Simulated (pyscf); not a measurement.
H₂Se + Cl–Ge:–Cl [singlet] -> Cl–GeH(Cl)–SeH, gas phase, singlet surface. PySCF, gas phase, ωB97X-D3(BJ)/def2-SVP geometries. ΔG in kcal/mol from ωB97M-D3(BJ)/def2-TZVP energies (ideal gas, 1 atm, RRHO with modes under 100 cm⁻¹ raised to 100, one conformer, R ln 2 for chiral ones without a mode under 150 cm⁻¹).

```json
[
 {"T (K)": "298", "ΔG": "-9.2"},
 {"T (K)": "600", "ΔG": "+1.2"},
 {"T (K)": "900", "ΔG": "?"},
 {"T (K)": "1200", "ΔG": "+20.5"}
]
```

Question: Fit a line to the three values, predict ΔG at 900 K, and estimate where the reaction turns unfavourable at 1 atm of each gas.

Answer: Least squares gives ΔG = -18.8 + 32.8 × T/1000 K, so ΔS is about -137 J/(mol K) and ΔH about -18.8 kcal/mol over this range (ΔH at 298 K: -19.8). At 900 K the line gives +10.7; the computed value is +11.1. ΔG = 0 falls near 570 K; 1 kcal/mol in the energy moves that by 30 K. This is thermodynamics alone and says nothing of the barrier. Elements up to Kr have no core potential and no relativistic terms here.
